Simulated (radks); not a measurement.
Results of a calculation; reference values are marked as such.
All-electron atom: the nickel ion Ni15+ in [Ne] 3s2 3p1.

Level of theory: scalar-relativistic Kohn-Sham, SCAN, spin-polarised, spherical densities, finite nucleus; open shells are filled with parallel spins first; meta-GGA in the generalised Kohn-Sham scheme; Fermi nuclear charge, rms radius 3.7757 fm (a radial shooting solver on a logarithmic mesh with Libxc functionals).

Energy parts (hartree):
part                       energy
total                 -1412.10115
kinetic                1433.74426
electron-nucleus      -3120.88377
Hartree                 323.41551
exchange-correlation    -48.37715

Orbitals (lengths in bohr, moments of r in powers of bohr; r(90%) holds 90 % of the orbital's charge):
| orbital | occ. | eigenvalue (hartree) | r(90%) |
|---|---|---|---|
| 1s up | 1 | -321.7679 | 0.0966 |
| 1s down | 1 | -321.7223 | 0.0966 |
| 2s up | 1 | -54.72113 | 0.373 |
| 2s down | 1 | -54.69199 | 0.373 |
| 2p up | 3 | -49.70982 | 0.346 |
| 2p down | 3 | -49.65988 | 0.346 |
| 3s up | 1 | -19.20067 | 0.907 |
| 3s down | 1 | -18.97283 | 0.910 |
| 3p up | 1 | -17.61252 | 0.914 |

The highest occupied level is 3p up at -479.26 eV. Summed over all electrons, <r^2> = 1.805 bohr^2, which gives a Langevin (diamagnetic) susceptibility term of -1.43 x 10^-6 cm^3/mol. The spin density at the nucleus is 0.657 e/bohr^3 (1s -1.516, 2s 0.591, 3s 1.581). The electron density at the nucleus is 1.991e+04 e/bohr^3 (large components only). For comparison, the ionisation energy in NIST's Atomic Spectra Database is 495 eV (semi-empirical). In exact Kohn-Sham theory the highest level is minus the ionisation energy, but local and semilocal functionals leave it too shallow, through self-interaction and a potential that decays too fast; potentials with the right tail come closer.

Empty levels of this run are not shown, since the potential may be unsettled where no density lies.
